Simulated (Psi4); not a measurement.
Psi4 input (wB97X-D/6-311+G**):

```
memory 1500 MB

molecule {
0 1
F    -1.02012856   -0.25279695    0.03047619
C    -0.03126398    0.59606588    0.00107136
F     1.04097121   -0.14458031   -0.03119043
symmetry c1
no_reorient
no_com
}

set {
  basis 6-311+G**
  reference rks
  scf_type pk
  dft_radial_points 99
  dft_spherical_points 590
  e_convergence 1e-8
  d_convergence 1e-7
  maxiter 150
}

e = energy('wb97x-d')
print_out(f'\nFINAL {e:.10f} DIPOLE {variable("CURRENT DIPOLE")[0]:.6f} {variable("CURRENT DIPOLE")[1]:.6f} {variable("CURRENT DIPOLE")[2]:.6f}\n')
```

### Question
Predict the final energy.

### Answer
-237.70268 Eh.
